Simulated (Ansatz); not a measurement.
A run for Ansatz (an electronic-structure program): R-BHLYP/def2-TZVPPD on C3H2O2 (a complex). Files ending in .json are basis or fitting sets from the Basis Set Exchange.

Ansatz 0.2 input:
```yaml
crystal:
  periodic: [false, false, false]
  atoms:
    - {symbol: C, position_ang: [-0.25987322, -0.20793215, 0.02192014]}
    - {symbol: C, position_ang: [0.69974007, 0.47245977, 0.24396862]}
    - {symbol: H, position_ang: [-1.11269020, -0.81227729, -0.17069917]}
    - {symbol: H, position_ang: [1.55059424, 1.07552747, 0.44889825]}
    - {symbol: O, position_ang: [-1.22060124, -0.83755856, 3.10823029]}
    - {symbol: C, position_ang: [-0.29078035, -0.17549460, 3.31211907]}
    - {symbol: O, position_ang: [0.63622013, 0.48485794, 3.53382269]}
basis:
  gaussian:
    orbitals: def2-TZVPPD.json
hamiltonian:
  xc: {name: BHLYP}
scf: {lower_state_search: off}
```

The head of its log:

```
WARN ansatz: RAYON_NUM_THREADS=1 ignored (pool sized by the plan → 1); use --threads N
Functional definition: BHLYP
these checks for a lower state are left out or cut short: stability, starts, cluster_reference, orbital_swaps, neighbouring_geometries, increment
integrals: 0.12 GiB planned
1219 factors; their error is unknown
mean field: 1.18 GiB planned
mean field evaluation 1: about -7229.3286 eV, gradient 5.6e1 eV
mean field evaluation 2: about -7229.2030 eV, gradient 6.0e1 eV
```

Predict the final total energy.

-265.8838 hartree.
